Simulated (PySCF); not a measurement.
**Ionisation energy of Cr(6+) by level of theory**

Cr(6+) [Ar] (1S) → Cr(7+) [Ne] 3s2 3p5 (2P), as a difference of total energies. All numbers are calculated (PySCF 2.14, scalar relativity by spin-free X2C-1e, in an uncontracted even-tempered set (20 s from 0.25 bohr⁻², ratio 2.5; 13 p from 0.33 bohr⁻², ratio 2.5; 5 d from 3.3 bohr⁻², ratio 2.7; 5 f from 4.9 bohr⁻², ratio 2.7)). Correlated levels: outer shells: 1s2 frozen; virtual orbitals above 40 to 60 times the deepest correlated orbital energy dropped. The calculations carry no spin-orbit coupling.

Order these methods by the ionisation energy they give, lowest first.
A. PBE
B. SCS-MP2 (outer shells)
C. B97-3
D. M06

B (160.00 eV), A (160.43 eV), C (160.65 eV), D (160.78 eV).

A first-order spin-orbit estimate (lowest level to lowest level, LS coupling) adds -0.393 eV.

For comparison: 160.29 ± 0.06 eV (semi-empirical (NIST evaluation); NIST Atomic Spectra Database, ionization energies).
